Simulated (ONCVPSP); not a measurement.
## Rh (Z = 45): what ONCVPSP 4.0.1 does with a changed input

Command:

```bash
oncvpsp.x < Rh.dat > Rh.out
```

Input:

```
# ATOM AND REFERENCE CONFIGURATION
# atsym  z   nc   nv     iexc    psfile
  Rh 45.00    8    3        4      upf
#
#   n    l    f
    1    0    2.00
    2    0    2.00
    2    1    6.00
    3    0    2.00
    3    1    6.00
    3    2   10.00
    4    0    2.00
    4    1    6.00
    4    2    8.00
    5    0    0.50
    5    1    0.50
#
# PSEUDOPOTENTIAL AND OPTIMIZATION
# lmax
    2
#
#   l,   rc,      ep,       ncon, nbas, qcut
    0    2.40    0.00    4    7    2.40
    1    3.80    0.00    3    6    2.10
    2    1.85    0.00    3    7   10.20
#
# LOCAL POTENTIAL
# lloc, lpopt,  rc(5),   dvloc0
    1    2    1.80    3.00
#
# VANDERBILT-KLEINMAN-BYLANDER PROJECTORs
# l, nproj, debl
    0    1    1.00
    1    1    0.90
    2    2    3.20
#
# MODEL CORE CHARGE
# icmod, fcfact, rcfact
    0    0.00    0.00
#
# LOG DERIVATIVE ANALYSIS
# epsh1, epsh2, depsh
   -2.00    5.00    0.02
#
# OUTPUT GRID
# rlmax, drl
    6.00    0.01
#
# TEST CONFIGURATIONS
# ncnf
    4
# nvcnf
#   n    l    f
    3
    4    2    8.00
    5    0    1.00
    5    1    0.00
#
    3
    4    2    8.00
    5    0    0.00
    5    1    0.00
#
    3
    4    2    7.00
    5    0    0.00
    5    1    0.00
#
    3
    4    2    9.00
    5    0    0.00
    5    1    0.00
#
```

This is an input that runs to its end, with one change: lloc set to 1.

Task: How does the run end?

Result: The program refuses the input: "test_data: rc < rc(lloc) for l = 0. Not allowed.".

```
ONCVPSP  (Optimized Norm-Conservinng Vanderbilt PSeudopotential)
scalar-relativistic version 4.0.1

test_data: rc < rc(lloc) for l = 0.  Not allowed.
test_data: rc < rc(lloc) for l = 2.  Not allowed.
ERROR: test_data found   2 ERROR; stopping
```
